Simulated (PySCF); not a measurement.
C9H8SSe, SMILES c1(c(C)ccs1)-c1ccc[se]1. Heavy atoms are numbered as in [CH3:1][c:2]1[cH:3][cH:4][s:5][c:6]1-[c:7]1[cH:8][cH:9][cH:10][se:11]1. Hydrogens are named by the atom that carries them.

Geometry: PBE-D3(BJ)/def2-SVP. This is a generated structure with no PubChem entry under its InChIKey; it may be hypothetical. The values are those of a single conformer.

Method: PySCF with HF/pcSseg-1.

GIAO shieldings, no solvent; atoms alike by connectivity are averaged. δ = σ(ref) − σ: ¹³C against TMS (σ = 192.6 ppm); ³³S against H2S (σ = 725.2 ppm); ⁷⁷Se against Me2Se (σ = 1942.8 ppm); ¹H against TMS (σ = 31.99 ppm), references at their B3LYP-D3(BJ)/def2-TZVP geometries, non-relativistic.

Computed chemical shifts:
| nucleus | atoms | count | δ (ppm) |
|---|---|---|---|
| ¹³C | C7 | 1 | 164.7 |
| ¹³C | C6 | 1 | 150.8 |
| ¹³C | C10 (CH) | 1 | 150.1 |
| ¹³C | C2 | 1 | 144.4 |
| ¹³C | C4 (CH) | 1 | 142.0 |
| ¹³C | C3 (CH) | 1 | 140.3 |
| ¹³C | C9 (CH) | 1 | 139.4 |
| ¹³C | C8 (CH) | 1 | 131.3 |
| ¹³C | C1 (CH3) | 1 | 19.5 |
| ³³S | S5 | 1 | 394.6 |
| ⁷⁷Se | Se11 | 1 | 615.9 |
| ¹H | H on C10 | 1 | 8.27 |
| ¹H | H on C8 | 1 | 8.05 |
| ¹H | H on C4 | 1 | 7.76 |
| ¹H | H on C9 | 1 | 7.73 |
| ¹H | H on C3 | 1 | 7.40 |
| ¹H | H on C1 | 3 | 2.95 |
